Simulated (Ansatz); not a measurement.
In₄Sn, relaxed as a singlet with RKS r2SCAN-D4/def2-SVP in Ansatz, starting from the GFN2-xTB geometry. Force threshold 0.02 eV/Å.

In the def2 sets In, Sn take a core potential; there is no spin–orbit coupling. The structure comes from a short search, and lower isomers may exist.

Start:

```xyz
5

In   -2.3830    0.0085    2.0116
In    1.6244    0.7311   -1.7180
In   -1.5478    1.6775   -0.9759
In    2.3219   -2.0508    0.2720
Sn   -0.0156   -0.3663    0.4103
```

```json
{"step": "1", "energy (eV)": "-26539.3374", "largest force component (eV/Å)": "0.687", "SCF passes": "18"}
{"step": "2", "energy (eV)": "-26539.4079", "largest force component (eV/Å)": "0.220", "SCF passes": "29"}
{"step": "3", "energy (eV)": "-26539.5037", "largest force component (eV/Å)": "0.351", "SCF passes": "28"}
{"step": "4", "energy (eV)": "-26539.5581", "largest force component (eV/Å)": "0.634", "SCF passes": "28"}
{"step": "5", "energy (eV)": "-26539.6982", "largest force component (eV/Å)": "0.525", "SCF passes": "30"}
{"step": "6", "energy (eV)": "-26539.8271", "largest force component (eV/Å)": "0.329", "SCF passes": "29"}
{"step": "7", "energy (eV)": "-26539.8775", "largest force component (eV/Å)": "0.427", "SCF passes": "27"}
{"step": "8", "energy (eV)": "-26539.9135", "largest force component (eV/Å)": "0.254", "SCF passes": "30"}
{"step": "9 (rejected)", "energy (eV)": "-26539.9132", "largest force component (eV/Å)": "0.160", "SCF passes": "30"}
{"step": "10", "energy (eV)": "-26539.9312", "largest force component (eV/Å)": "0.033", "SCF passes": "24"}
{"step": "11", "energy (eV)": "-26539.9338", "largest force component (eV/Å)": "0.035", "SCF passes": "23"}
{"step": "12", "energy (eV)": "-26539.9351", "largest force component (eV/Å)": "0.024", "SCF passes": "22"}
{"step": "13", "energy (eV)": "-26539.9360", "largest force component (eV/Å)": "0.133", "SCF passes": "28"}
{"step": "14", "energy (eV)": "-26539.9376", "largest force component (eV/Å)": "0.099", "SCF passes": "23"}
{"step": "15", "energy (eV)": "-26539.9468", "largest force component (eV/Å)": "0.037", "SCF passes": "29"}
{"step": "16", "energy (eV)": "-26539.9511", "largest force component (eV/Å)": "0.117", "SCF passes": "22"}
{"step": "17", "energy (eV)": "-26539.9543", "largest force component (eV/Å)": "0.182", "SCF passes": "22"}
{"step": "18", "energy (eV)": "-26539.9647", "largest force component (eV/Å)": "0.170", "SCF passes": "29"}
{"step": "19", "energy (eV)": "-26539.9731", "largest force component (eV/Å)": "0.066", "SCF passes": "23"}
{"step": "20", "energy (eV)": "-26539.9829", "largest force component (eV/Å)": "0.027", "SCF passes": "23"}
{"step": "21", "energy (eV)": "-26539.9840", "largest force component (eV/Å)": "0.039", "SCF passes": "23"}
{"step": "22", "energy (eV)": "-26539.9848", "largest force component (eV/Å)": "0.024", "SCF passes": "22"}
{"step": "23", "energy (eV)": "-26539.9849", "largest force component (eV/Å)": "0.018", "SCF passes": "24"}
```

Force components are those of the run's own axes.

End:

```xyz
5

In   -1.638    0.149    2.494
In    1.771    0.939   -1.408
In   -1.114    1.256   -1.555
In    1.867   -1.268    0.482
Sn   -0.886   -1.076   -0.012
```

Bonds lost: In2–Sn5 (atoms count from 1). Metal–metal contacts that move far: In2–In4 3.49 to 2.91 Å.

No frequencies were taken in this run, so the end may be a saddle point.

Hardware: 4 threads of Arm Neoverse V1 on a shared host. Wall time 82 s.
